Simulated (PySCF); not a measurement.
CH3Si (SMILES C=[SiH]), doublet, geometry from GFN2-xTB; B3LYP5/6-31G* (PySCF).

Here is a job for PySCF.
```python
from pyscf import gto, scf, dft

mol = gto.Mole()
mol.atom = '''
    C    -1.04543292    0.37757985    0.25929890
    Si    0.55139882   -0.27850553   -0.14254284
    H    -1.91624580   -0.26241715    0.25632445
    H    -1.27689446    1.39328815   -0.03892833
    H     1.74615437    0.50272732    0.22241033
'''
mol.basis = '6-31g*'
mol.spin = 1
mol.verbose = 4
mol.build()

mf = dft.UKS(mol)
mf.xc = 'b3lyp5'
mf.grids.atom_grid = (99, 590)
mf.grids.prune = None
mf.kernel()
```

Output, abridged:

```
PySCF version 2.14.0

[INPUT] verbose = 4
[INPUT] num. atoms = 5
[INPUT] num. electrons = 23
[INPUT] charge = 0
[INPUT] spin (= nelec alpha-beta = 2S) = 1
[INPUT] symmetry False subgroup None
[INPUT] Mole.unit = angstrom
[INPUT] Symbol           X                Y                Z      unit          X                Y                Z       unit  Magmom
[INPUT]  1 C     -1.045432920000   0.377579850000   0.259298900000 AA   -1.975581900404   0.713522506654   0.490003905401 Bohr   0.0
[INPUT]  2 Si     0.551398820000  -0.278505530000  -0.142542840000 AA    1.041992755208  -0.526299175877  -0.269366928618 Bohr   0.0
[INPUT]  3 H     -1.916245800000  -0.262417150000   0.256324450000 AA   -3.621179749348  -0.495896543889   0.484383009530 Bohr   0.0
[INPUT]  4 H     -1.276894460000   1.393288150000  -0.038928330000 AA   -2.412980819374   2.632933016102  -0.073563882187 Bohr   0.0
[INPUT]  5 H      1.746154370000   0.502727320000   0.222410330000 AA    3.299753530512   0.950016950137   0.420294610974 Bohr   0.0

nuclear repulsion = 43.6646198149536
number of shells = 20
number of NR pGTOs = 90
number of NR cGTOs = 38
basis = 6-31g*
ecp = {}

******** <class 'pyscf.dft.uks.UKS'> ********
method = UKS
initial guess = minao
damping factor = 0
level_shift factor = 0
DIIS = <class 'pyscf.scf.diis.CDIIS'>
diis_start_cycle = 1
diis_space = 8
diis_damp = 0
SCF conv_tol = 1e-09
SCF conv_tol_grad = None
SCF max_cycles = 50
direct_scf = True
direct_scf_tol = 1e-13
number electrons alpha = 12  beta = 11
XC library pyscf.dft.libxc version 7.1.2
    S. Lehtola, C. Steigemann, M. J. T. Oliveira, and M. A. L. Marques,  SoftwareX 7, 1–5 (2018)
XC functionals = b3lyp5
    P. A. M. Dirac,  Math. Proc. Cambridge Philos. Soc. 26, 376 (1930)
    F. Bloch,  Z. Phys. 57, 545 (1929)
    A. D. Becke,  Phys. Rev. A 38, 3098 (1988)
    C. Lee, W. Yang, and R. G. Parr,  Phys. Rev. B 37, 785 (1988)
    B. Miehlich, A. Savin, H. Stoll, and H. Preuss,  Chem. Phys. Lett. 157, 200 (1989)
    S. H. Vosko, L. Wilk, and M. Nusair,  Can. J. Phys. 58, 1200 (1980)
radial grids:
    Treutler-Ahlrichs [JCP 102, 346 (1995); DOI:10.1063/1.469408] (M4) radial grids

becke partition: Becke, JCP 88, 2547 (1988); DOI:10.1063/1.454033
pruning grids: None
grids dens level: 3
symmetrized grids: False
atomic radii adjust function: <function treutler_atomic_radii_adjust>
User specified grid scheme (99, 590)
small_rho_cutoff = 0
Set gradient conv threshold to 3.16228e-05
tot grids = 292056
init E= -329.150924477502

cycle= 1 E= -329.11660051386  delta_E= 0.0343  |g|= 0.349  |ddm|= 1.43
cycle= 2 E= -328.757118700931  delta_E= 0.359  |g|= 0.734  |ddm|= 1.13
cycle= 3 E= -329.197257228673  delta_E= -0.44  |g|= 0.0431  |ddm|= 0.887
cycle= 4 E= -329.199000133031  delta_E= -0.00174  |g|= 0.0253  |ddm|= 0.12
cycle= 5 E= -329.199646030793  delta_E= -0.000646  |g|= 0.00622  |ddm|= 0.0374
cycle= 6 E= -329.19973073975  delta_E= -8.47e-05  |g|= 0.00363  |ddm|= 0.0151
cycle= 7 E= -329.199821849644  delta_E= -9.11e-05  |g|= 0.00204  |ddm|= 0.0228
cycle= 8 E= -329.199893849524  delta_E= -7.2e-05  |g|= 0.00108  |ddm|= 0.0302
cycle= 9 E= -329.199912535229  delta_E= -1.87e-05  |g|= 0.000362  |ddm|= 0.0208
cycle= 10 E= -329.199913099507  delta_E= -5.64e-07  |g|= 0.000123  |ddm|= 0.00375
cycle= 11 E= -329.199913115696  delta_E= -1.62e-08  |g|= 2.4e-05  |ddm|= 0.000262
cycle= 12 E= -329.199913116865  delta_E= -1.17e-09  |g|= 7.31e-06  |ddm|= 0.000104
cycle= 13 E= -329.199913116937  delta_E= -7.14e-11  |g|= 5.08e-06  |ddm|= 2.16e-05
Extra cycle  E= -329.199913116874  delta_E= 6.26e-11  |g|= 1.14e-05  |ddm|= 2.08e-05
converged SCF energy = -329.199913116874  <S^2> = 0.77132405  2S+1 = 2.0212116
```
